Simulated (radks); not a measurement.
Species: K XIV. Configuration: [He] 2s2 2p2.

All-electron calculation, scalar-relativistic Kohn-Sham, PBE, spin-polarised, spherical densities, finite nucleus; open shells are filled with parallel spins first; Fermi nuclear charge, rms radius 3.4349 fm. Program: a radial shooting solver on a logarithmic mesh with Libxc functionals.

Energy parts (Ry):
total: -969.64111
kinetic: 977.29117
electron-nucleus: -2058.90926
Hartree: 151.27686
exchange-correlation: -39.29989

Orbitals (lengths in bohr, moments of r in powers of bohr; <r^-3> diverges for s and p1/2):
orbital	occ.	eigenvalue (Ry)	<r^-3>	<r^2>
1s up	1	-301.0237	-	0.008759
1s down	1	-300.4645	-	0.008725
2s up	1	-59.22578	-	0.1455
2s down	1	-58.14799	-	0.1479
2p up	2	-55.32672	199.3	0.1143
2p down	0	-54.07218	196.6	0.1167
3s up	0	-23.30142	-	0.8278
3s down	0	-23.02039	-	0.8419
3p up	0	-22.09688	49.74	0.7865
3p down	0	-21.79499	49.25	0.8028
3d up	0	-20.76457	7.975	0.6060
3d down	0	-20.41055	7.564	0.6258

The highest occupied level is 2p up at -752.76 eV. The density falls to 0.001 e/bohr^3 at r = 1.06 bohr. The electron density at the nucleus is 5279 e/bohr^3 (large components only). Spin moment in Bohr magnetons: 2. Summed over all electrons, <r^2> = 0.5395 bohr^2, which gives a Langevin (diamagnetic) susceptibility term of -0.427 x 10^-6 cm^3/mol. The spin density at the nucleus is -1.036 e/bohr^3 (1s -6.479, 2s 5.442).
